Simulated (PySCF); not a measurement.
# How methods differ on the ionisation energy of Mn⁺

Mn⁺ [Ar] 3d5 4s1 (7S) → Mn²⁺ [Ar] 3d5 (6S), as a difference of total energies. Computed with PySCF 2.14 in def2-SVP (5s3p2d1f, 31 functions), with the non-relativistic Hamiltonian (point nucleus). Correlated levels: valence: [Ar] frozen. The calculations carry no spin-orbit coupling.

```tsv
method	ionisation energy (eV)
UHF	14.591
LDA	15.969
PBE0	15.526
MP2 (valence)	14.770
SCS-MP2 (valence)	14.651
```

**Question.** How much does correlation contribute at MP2 (valence)?

**Answer.** 14.770 − (14.591) = 0.179 eV, measured against UHF.

These non-relativistic numbers lack the scalar-relativistic shift.

Errors of the correlated levels include the incompleteness of this basis and the frozen core.

For comparison: 15.640 eV (measured; NIST Atomic Spectra Database, ionization energies).
